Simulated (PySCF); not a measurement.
TaH5, SMILES [TaH5] (connectivity only; charge and spin as stated), neutral, multiplicity 1. Geometry optimised at PBE-D3(BJ)/def2-TZVPD. The spin state was assumed, not searched. The def2 effective core potentials stand for the cores of Ta; spin–orbit coupling is left out.

Level of theory: PBE-D3(BJ)/def2-TZVPD in PySCF 2.14.0.

Harmonic wavenumbers (cm⁻¹): 185, 185, 751, 751, 764, 813, 875, 1789, 1815, 1844, 1844, 1892. Rotational constants (GHz): 51.78, 46.35, 46.35; symmetry number 4.

Problem. Work out the zero-point energy and the ideal-gas rigid-rotor harmonic-oscillator thermochemistry at 298.15 K and 1 atm.

Solution. ZPE = ½ Σ hcν = ½ × 13509 cm⁻¹ = 80.80 kJ/mol. H − E(el) = 94.88 kJ/mol. Entropy in J/(mol K): translation 173.92, rotation 66.33, vibration 23.65, total 263.90. G − E(el) = 16.20 kJ/mol. Cp = 63.29 J/(mol K).
